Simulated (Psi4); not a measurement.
phosphoric acid (H$_{3}$O$_{4}$P), singlet, at a GFN2-xTB geometry.

The Psi4 input:
```
memory 2 GB

molecule {
0 1
O     0.49815352    0.07810859    1.46212779
P     0.07752331   -0.00157246   -0.06686975
O     1.18641115   -0.02406474   -1.02336976
O    -0.88182602   -1.26617612   -0.10609644
O    -0.93128809    1.21473972   -0.22177793
H     1.27151994    0.63131386    1.54988943
H    -0.36653792   -2.04970152   -0.28609618
H    -1.03943620    1.42111488   -1.14781631
}

set {
  basis cc-pvdz
  freeze_core true
}

energy('dlpno-mp2')
print_variables()
```

Question: Predict the number of basis functions from DLPNO-MP2/cc-pVDZ in Psi4.

Answer: 89

Question: What is the computed total energy (DLPNO-MP2/cc-pVDZ)?

Answer: -642.8994 Eh

Question: Predict the MP2 correlation energy from DLPNO-MP2/cc-pVDZ.

Answer: -0.8558 Eh

Question: Predict the nuclear repulsion energy from DLPNO-MP2/cc-pVDZ.

Answer: 281.6532 Eh
